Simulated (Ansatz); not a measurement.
Process, species as SMILES: [AsH2] (AsH2) → [AsH2-] (an electron is taken up)
B3LYP-D3(BJ)/def2-TZVP geometries, fixed; electronic energies without zero-point terms; positive where energy is released.
Largest species:
```xyz
3

As    -0.0239    -0.0491    -0.0281
H     -0.0021     1.4525    -0.3209
H      0.7904     0.1673     1.2490
```
Charge 0, spin multiplicity 2.

Basis-set convergence of the adiabatic electron affinity at CCSD(T) with Ansatz (an electronic-structure program). Cartesian d functions, on some or all atoms, in 6-31G, 6-31G**; all else is spherical. Cores are frozen (with 3d on Ga to Br). Open shells are unrestricted. No added dispersion term, no relativity. Functions are those of the species that has most. Reference: Hartree-Fock in aug-cc-pVQZ plus the correlation part extrapolated as X^-3 from aug-cc-pVTZ and aug-cc-pVQZ, 1.293 eV, itself unsure by roughly 0.010 eV (a third of the extrapolation step and of the last Hartree-Fock step).

```
basis        functions  adiabatic electron affinity (eV)
-----------  ---------  --------------------------------
STO-3G              20                            -5.025
6-31G               33                             0.309
cc-pVDZ             37                               [?]
pcseg-1             37                             0.426
6-31G**             45                             0.418
aug-cc-pVDZ         54                             1.074
aug-pcseg-1         54                               [?]
6-311G**            56                             0.610
def2-TZVP           60                               [?]
cc-pVTZ             71                             0.888
pcseg-2             71                             0.950
def2-TZVPD          72                             0.890
def2-TZVPP          76                               [?]
def2-TZVPPD         88                             0.906
cc-pVQZ            128                             1.113
def2-QZVP          135                             1.092
def2-QZVPP         149                             1.091
aug-pcseg-3        191                             1.242
```

Problem. Fill in the missing entries.

Solution. 
- cc-pVDZ, adiabatic electron affinity (eV): 0.250
- aug-pcseg-1, adiabatic electron affinity (eV): 1.063
- def2-TZVP, adiabatic electron affinity (eV): 0.693
- def2-TZVPP, adiabatic electron affinity (eV): 0.729
